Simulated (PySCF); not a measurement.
# Identify the compound

Molecular formula: C$_{3}$H$_{14}$OSi$_{3}$. Simulated spectra:

1H NMR (400 MHz, computed): δ 5.69 (q, 2H), 3.38 (t, 3H), 0.08 (s, 9H).

13C{1H} NMR (computed): δ 2.3 (CH3).

[PySCF 2.14.0 with density-fitted response routines: σ from GIAO-PBE0/pcSseg-1; structure optimised with GFN2-xTB; single conformer; fast rotation and ring inversion assumed for equivalent nuclei; non-relativistic Hamiltonian; gas phase]

δ = σ(ref) − σ, references computed at the same level: 1H, 13C vs TMS.

Task: Choose the structure that fits.
A. CO[Si@H](C)C([SiH3])[SiH3]
B. CCOC([SiH3])([SiH3])[SiH3]
C. C[Si](C)(C)O[SiH2][SiH3]

Result: C. 

The formula gives 0 degrees of unsaturation. 1 carbon signal for 3 carbons: some carbons are equivalent by symmetry or fast rotation. Carbon types of the structure: 3 × CH3, leaving 5 H on heteroatoms. δC 2.3: methyl carbon bonded to Si; an electropositive neighbour leaves it electron-rich and shielded. δH 5.69: hydrogen on a silicon bonded to O, Si. δH 3.38: hydrogen on a silicon bonded to Si. δH 0.08: hydrogen on a methyl carbon bonded to Si; an electropositive neighbour shields it, as in TMS itself.

The others: CCOC([SiH3])([SiH3])[SiH3] would give 3 carbon signals, not 1; CO[Si@H](C)C([SiH3])[SiH3] would give 3 carbon signals, not 1.

Shifts are as computed. Against solution values, carbons near 30 ppm lie about +3 ppm off and those near 130 ppm about +5 ppm. Of 1211 compounds with measured shifts, 218 miss one by over three times the rms of a fit or turn the order of signals round; such compounds aren't used in these exercises. Multiplicities follow the n + 1 count of equivalent neighbours, as no J values were calculated; m marks all less simple cases, F and P coupling included.
